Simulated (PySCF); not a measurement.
# How exact exchange moves a shielding

Molecule: `C#CB(O)SC`, C3H5BOS.

Molfile (atoms numbered from 1):
```
C3H5BOS
     RDKit          3D

 11 10  0  0  0  0  0  0  0  0999 V2000
   -2.8872    1.9152   -0.3767 C   0  0  0  0  0  0  0  0  0  0  0  0
   -1.9875    1.1328   -0.1363 C   0  0  0  0  0  0  0  0  0  0  0  0
   -0.8138    0.1864    0.1373 B   0  0  0  0  0  0  0  0  0  0  0  0
   -1.0376   -1.0163    0.7195 O   0  0  0  0  0  0  0  0  0  0  0  0
    0.8207    0.7885   -0.3663 S   0  0  0  0  0  0  0  0  0  0  0  0
    1.9097   -0.5844    0.1063 C   0  0  0  0  0  0  0  0  0  0  0  0
   -3.6894    2.6003   -0.5845 H   0  0  0  0  0  0  0  0  0  0  0  0
   -0.2419   -1.5442    0.8392 H   0  0  0  0  0  0  0  0  0  0  0  0
    1.6929   -1.4941   -0.4738 H   0  0  0  0  0  0  0  0  0  0  0  0
    2.9378   -0.2746   -0.1223 H   0  0  0  0  0  0  0  0  0  0  0  0
    1.8547   -0.7970    1.1850 H   0  0  0  0  0  0  0  0  0  0  0  0
  1  2  3  0
  2  3  1  0
  3  4  1  0
  3  5  1  0
  5  6  1  0
  1  7  1  0
  4  8  1  0
  6  9  1  0
  6 10  1  0
  6 11  1  0
M  END
```

GIAO shieldings (ppm, equivalent atoms averaged) in PySCF on the PBE0-D3(BJ)/def2-SVP geometry, basis pcSseg-2, gas phase, non-relativistic:

| functional | exact exchange (%) | σ(C2) | σ(B3) | σ(O4) | σ(S5) |
| --- | --- | --- | --- | --- | --- |
| BLYP | 0 | 84.5 | 55.6 | 154.4 | 456.5 |
| BP86 | 0 | 87.7 | 59.3 | 154.4 | 476.3 |
| PBE | 0 | 87.2 | 58.6 | 153.4 | 478.7 |
| PBE0 | 25 | 93.0 | 62.5 | 167.1 | 515.7 |
| mPW1PW91 | 25 | 92.7 | 62.4 | 167.2 | 512.4 |
| BHandHLYP | 50 | 96.0 | 64.2 | 180.6 | 527.1 |
| HF | 100 | 108.1 | 75.2 | 203.9 | 588.5 |

**Question.** Fit each shielding as a line in the percentage of exact exchange.

**Answer.** σ(C2) = 86.7 + 0.21 x (rms 1.2 ppm); σ(B3) = 57.8 + 0.17 x (rms 1.3 ppm); σ(O4) = 154.4 + 0.50 x (rms 0.6 ppm); σ(S5) = 474.7 + 1.16 x (rms 9.3 ppm). The functionals also differ in their semilocal parts, which the line can't hold; Hartree–Fock has no correlation at all.

**Question.** What does the line predict for B3LYP (20 %), and what does the run give?

**Answer.** σ(C2): 90.9 predicted, 89.2 computed; σ(B3): 61.2 predicted, 58.9 computed; σ(O4): 164.4 predicted, 165.2 computed; σ(S5): 497.9 predicted, 487.3 computed ppm.
